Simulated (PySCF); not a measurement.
A structure optimised at r2SCAN-D4/def2-SVP, used in a PySCF frequency run:

```xyz
9

O      0.0000     0.0000     0.7159
Ge    -1.6003     0.0000    -0.0647
H     -2.6160     0.0000     1.0818
H     -1.7438     1.2617    -0.9374
H     -1.7438    -1.2617    -0.9374
Ge     1.6003     0.0000    -0.0647
H      1.7438    -1.2617    -0.9374
H      1.7438     1.2617    -0.9374
H      2.6160     0.0000     1.0818
```

### Question
Write its SMILES, formula and point group.

### Answer
[GeH3][O][GeH3], Ge₂H₆O, C2v

### Question
What are its rotational constants (standard atomic weights)?

### Answer
23.921, 1.2495, 1.2244 GHz
